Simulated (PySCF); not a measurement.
# Radial density of Nb²⁺ (niobium, charge +2)

BLYP, [Kr] 4d2 5s1, high-spin 4F determinant (an excited configuration). Computed with PySCF 2.14 in x2c-TZVPPall with one added diffuse shell each of s, p, d, f type (9s7p7d3f1g, 95 functions), with the spin-free X2C one-electron Hamiltonian (Gaussian nucleus).

```csv
r (bohr),4πr²ρ (e/bohr),4πr²(ρα − ρβ)
0.0385,46.45,0.0000
0.0648,46.72,0.0073
0.109,63.62,0.0580
0.183,43.95,0.1757
0.308,45.83,0.2929
0.518,30.68,0.0066
0.872,10.44,0.6369
1.47,6.761,1.2827
2.47,1.317,0.9354
4.15,0.2182,0.2172
6.98,0.0003601,0.0004
11.7,0.0001935,0.0002
```

Densities and radii are taken from the X2C orbitals without a picture-change correction, which distorts them close to the nucleus.
